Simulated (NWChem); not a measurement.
System: CuPH₄S; SMILES [PH3]->[Cu][SH]

NWChem printed, in part:

```
             Northwest Computational Chemistry Package (NWChem) 7.3.0
             --------------------------------------------------------

 C1  symmetry detected

                             Geometry "geometry" -> ""
                             -------------------------

 Output coordinates in angstroms (scale by  1.889725989 to convert to a.u.)

  No.       Tag          Charge          X              Y              Z
 ---- ---------------- ---------- -------------- -------------- --------------
    1 Cu                  29.0000    -0.01864584     0.06672936     0.00037467
    2 S                   16.0000     0.07477510     2.26464650    -0.00030404
    3 H                    1.0000    -1.22993569     2.48306322    -0.00131574
    4 P                   15.0000     0.02793820    -2.13923345    -0.00026359
    5 H                    1.0000    -0.90951534    -2.88618252     0.68598404
    6 H                    1.0000     1.12706648    -2.81689276     0.48837162
    7 H                    1.0000    -0.06236044    -2.86098173    -1.17508669

 Effective nuclear repulsion energy (a.u.)     296.2533144810

                                Z-matrix (autoz)
                                --------

 Units are Angstrom for bonds and degrees for angles

[...]

      ----------------------
      Optimization converged
      ----------------------

  Step       Energy      Delta E   Gmax     Grms     Xrms     Xmax
  ---- ---------------- -------- -------- -------- -------- --------
@   11   -2381.45813959 -2.4D-09  0.00008  0.00003  0.00050  0.00103
                                     ok       ok       ok       ok

                                Z-matrix (autoz)
                                --------

 Units are Angstrom for bonds and degrees for angles

      Type          Name      I     J     K     L     M      Value     Gradient
      ----------- --------  ----- ----- ----- ----- ----- ---------- ----------
    1 Stretch                  1     2                       2.14945   -0.00002
    2 Stretch                  1     4                       2.16750    0.00007
    3 Stretch                  2     3                       1.36644    0.00008
    4 Stretch                  4     5                       1.43345   -0.00002
    5 Stretch                  4     6                       1.43309   -0.00003
    6 Stretch                  4     7                       1.43498   -0.00004
    7 Bend                     1     2     3                91.55021   -0.00000
    8 Bend                     1     4     5               119.71600    0.00000
    9 Bend                     1     4     6               119.37470   -0.00001
   10 Bend                     1     4     7               121.50060    0.00000
   11 Bend                     2     4     5               120.01611    0.00000
   12 Bend                     2     4     6               118.70254   -0.00001
   13 Bend                     2     4     7               121.86297    0.00000
   14 Bend                     4     2     3                92.15395   -0.00000
   15 Bend                     5     4     6                97.13323    0.00000
   16 Bend                     5     4     7                96.75249   -0.00000
   17 Bend                     6     4     7                96.87227    0.00000
   18 Torsion                  3     2     4     5         -36.54363   -0.00000
   19 Torsion                  3     2     4     6        -155.21787   -0.00000
   20 Torsion                  3     2     4     7          84.71950   -0.00000
   21 Torsion                  2     3     1     4         178.79685    0.00000
   22 Torsion                  2     1     5     4        -176.88497    0.00000
   23 Torsion                  2     1     6     4         179.86718   -0.00000
   24 Torsion                  2     1     7     4         176.97249    0.00000

                         Geometry "geometry" -> "geometry"
                         ---------------------------------

 Output coordinates in angstroms (scale by  1.889725989 to convert to a.u.)

[...]

 Rotational Constants
 --------------------
 A=   2.606569 cm-1  (  3.750188 K)
 B=   0.051796 cm-1  (  0.074522 K)
 C=   0.051507 cm-1  (  0.074106 K)

 Temperature                      =   298.15K
 frequency scaling parameter      =   1.0000

 Zero-Point correction to Energy  =   21.469 kcal/mol  (  0.034214 au)
 Thermal correction to Energy     =   25.215 kcal/mol  (  0.040183 au)
 Thermal correction to Enthalpy   =   25.807 kcal/mol  (  0.041126 au)

 Total Entropy                    =   78.056 cal/mol-K
   - Translational                =   40.480 cal/mol-K (mol. weight = 129.9069)
   - Rotational                   =   24.943 cal/mol-K (symmetry #  =        1)
   - Vibrational                  =   12.634 cal/mol-K

 Cv (constant volume heat capacity) =   18.053 cal/mol-K
   - Translational                  =    2.979 cal/mol-K
   - Rotational                     =    2.979 cal/mol-K
   - Vibrational                    =   12.094 cal/mol-K

[normal modes left out]

 ----------------------------------------------------------------------------
 Normal Eigenvalue ||           Projected Infra Red Intensities
  Mode   [cm**-1]  || [atomic units] [(debye/angs)**2] [(KM/mol)] [arbitrary]
 ------ ---------- || -------------- ----------------- ---------- -----------
    1      -12.210 ||    0.010515           0.243        10.251       6.168
    2       -0.000 ||    0.003507           0.081         3.419       2.057
    3       -0.000 ||    0.002377           0.055         2.317       1.394
    4       -0.000 ||    0.001917           0.044         1.868       1.124
    5        0.000 ||    0.002453           0.057         2.391       1.439
    6        0.000 ||    0.004538           0.105         4.424       2.662
    7        0.000 ||    0.000002           0.000         0.002       0.001
    8       81.478 ||    0.000672           0.016         0.655       0.394
    9       83.100 ||    0.000235           0.005         0.229       0.138
   10      295.437 ||    0.014354           0.331        13.993       8.420
   11      407.496 ||    0.001750           0.040         1.706       1.027
   12      411.810 ||    0.003186           0.073         3.105       1.869
   13      434.985 ||    0.000572           0.013         0.558       0.335
   14      531.269 ||    0.001644           0.038         1.603       0.965
   15      982.062 ||    0.130674           3.015       127.388      76.653
   16     1064.753 ||    0.011119           0.257        10.839       6.522
   17     1074.146 ||    0.006909           0.159         6.735       4.053
   18     2345.398 ||    0.081362           1.877        79.316      47.727
   19     2359.290 ||    0.053272           1.229        51.932      31.250
   20     2367.850 ||    0.016735           0.386        16.314       9.816
   21     2586.115 ||    0.010203           0.235         9.946       5.985
 ----------------------------------------------------------------------------

 ===============================================================================
      Negative Nuclear Hessian Mode    1  Eigenvalue =    -12.21 cm**(-1)
 -------------------------------------------------------------------------------
   Raw step length:  0.520 angstroms ;  The Raw step for this mode is:
    1 Cu                  29.0000     0.00552965    -0.00002075    -0.00236570
    2 S                   16.0000    -0.00581126     0.00029065    -0.01140938
    3 H                    1.0000    -0.00809886    -0.01011543     0.43764798
    4 P                   15.0000    -0.00296130     0.00005578     0.00159299
    5 H                    1.0000    -0.11274535     0.03274714    -0.12077114
    6 H                    1.0000    -0.08679171    -0.02363250     0.15095238
    7 H                    1.0000     0.13772402    -0.00863847    -0.00712047

  Geometry after  100.0% step for mode  1; Step length =  0.520 angstroms
   Maximum component (any atom: x,y, or z) displacement:  0.827
    1 Cu                  29.0000     0.05003519     0.08196112    -0.01451817
    2 S                   16.0000     0.09582625     2.23084314    -0.00050752
    3 H                    1.0000    -1.27092697     2.29375839     0.44318177
    4 P                   15.0000     0.02931374    -2.08542883    -0.01030803
    5 H                    1.0000    -1.09215838    -2.75751943     0.59846137
    6 H                    1.0000     1.07328422    -2.81838802     0.66701132
    7 H                    1.0000     0.05079360    -2.84339132    -1.23703383

  Geometry after -100.0% step for mode  1; Step length =  0.520 angstroms
   Maximum component (any atom: x,y, or z) displacement:  0.827
    1 Cu                  29.0000     0.03897590     0.08200262    -0.00978677
    2 S                   16.0000     0.10744878     2.23026184     0.02231124
    3 H                    1.0000    -1.25472925     2.31398925    -0.43211419
    4 P                   15.0000     0.03523634    -2.08554039    -0.01349400
    5 H                    1.0000    -0.86666769    -2.82301371     0.84000366
    6 H                    1.0000     1.24686765    -2.77112301     0.36510655
    7 H                    1.0000    -0.22465445    -2.82611438    -1.22279288

  Geometry after   50.0% step for mode  1; Step length =  0.260 angstroms
   Maximum component (any atom: x,y, or z) displacement:  0.414
    1 Cu                  29.0000     0.04727037     0.08197150    -0.01333532
    2 S                   16.0000     0.09873188     2.23069781     0.00519717
    3 H                    1.0000    -1.26687754     2.29881610     0.22435778
    4 P                   15.0000     0.03079439    -2.08545672    -0.01110452
    5 H                    1.0000    -1.03578571    -2.77389300     0.65884694
    6 H                    1.0000     1.11668008    -2.80657177     0.59153513
    7 H                    1.0000    -0.01806841    -2.83907209    -1.23347359

  Geometry after  -50.0% step for mode  1; Step length =  0.260 angstroms
   Maximum component (any atom: x,y, or z) displacement:  0.414
    1 Cu                  29.0000     0.04174072     0.08199224    -0.01096962
    2 S                   16.0000     0.10454315     2.23040716     0.01660655
    3 H                    1.0000    -1.25877868     2.30893153    -0.21329020
    4 P                   15.0000     0.03375569    -2.08551250    -0.01269751
    5 H                    1.0000    -0.92304036    -2.80664014     0.77961809
    6 H                    1.0000     1.20347179    -2.78293927     0.44058275
    7 H                    1.0000    -0.15579244    -2.83043362    -1.22635312

  Geometry after   24.2% step for mode  1; Step length =  0.126 angstroms
   Maximum component (any atom: x,y, or z) displacement:  0.200
    1 Cu                  29.0000     0.04584277     0.08197685    -0.01272456
    2 S                   16.0000     0.10023219     2.23062277     0.00814276
    3 H                    1.0000    -1.26478664     2.30142762     0.11136924
    4 P                   15.0000     0.03155892    -2.08547112    -0.01151579
    5 H                    1.0000    -1.00667799    -2.78234740     0.69002669
    6 H                    1.0000     1.13908728    -2.80047051     0.55256342
    7 H                    1.0000    -0.05362493    -2.83684187    -1.23163528

  Geometry after  -24.2% step for mode  1; Step length =  0.126 angstroms
   Maximum component (any atom: x,y, or z) displacement:  0.200
    1 Cu                  29.0000     0.04316832     0.08198689    -0.01158038
    2 S                   16.0000     0.10304284     2.23048220     0.01366097
    3 H                    1.0000    -1.26086958     2.30632001    -0.10030166
    4 P                   15.0000     0.03299116    -2.08549810    -0.01228624
    5 H                    1.0000    -0.95214807    -2.79818574     0.74843833
    6 H                    1.0000     1.18106458    -2.78904052     0.47955445
    7 H                    1.0000    -0.12023592    -2.83266383    -1.22819142

  Geometry after   12.1% step for mode  1; Step length =  0.063 angstroms
   Maximum component (any atom: x,y, or z) displacement:  0.100
    1 Cu                  29.0000     0.04517415     0.08197936    -0.01243851
    2 S                   16.0000     0.10093485     2.23058763     0.00952231
    3 H                    1.0000    -1.26380737     2.30265072     0.05845152
    4 P                   15.0000     0.03191698    -2.08547786    -0.01170840
    5 H                    1.0000    -0.99304551    -2.78630699     0.70462960
    6 H                    1.0000     1.14958161    -2.79761302     0.53431118
    7 H                    1.0000    -0.07027768    -2.83579736    -1.23077432

  Geometry after  -12.1% step for mode  1; Step length =  0.063 angstroms
   Maximum component (any atom: x,y, or z) displacement:  0.100
    1 Cu                  29.0000     0.04383693     0.08198438    -0.01186642
    2 S                   16.0000     0.10234018     2.23051734     0.01228142
    3 H                    1.0000    -1.26184884     2.30509691    -0.04738393
    4 P                   15.0000     0.03263310    -2.08549135    -0.01209363
    5 H                    1.0000    -0.96578055    -2.79422615     0.73383542
    6 H                    1.0000     1.17057026    -2.79189802     0.49780670
    7 H                    1.0000    -0.10358317    -2.83370834    -1.22905239
```

Level: PBE-D3(BJ)/def2-SVP. 

Task: Which NWChem input produces such a log?

Result: One answer among several that fit: the input that was run:
```
start job
memory heap 200 mb stack 900 mb global 1100 mb
geometry units angstroms
  Cu    -0.018249     0.005454     0.037220
  S     -0.922659     1.631758     1.210568
  H     -1.259517     0.905074     2.263390
  P      0.914590    -1.532199    -1.241012
  H      1.661725    -2.564586    -0.708420
  H      1.838630    -1.176955    -2.203312
  H      0.156533    -2.333422    -2.073283
end
basis spherical
  * library def2-svp
end
dft
  xc xpbe96 cpbe96
  disp vdw 4
  iterations 150
end
driver
  maxiter 120
end
task dft optimize
task dft freq
```
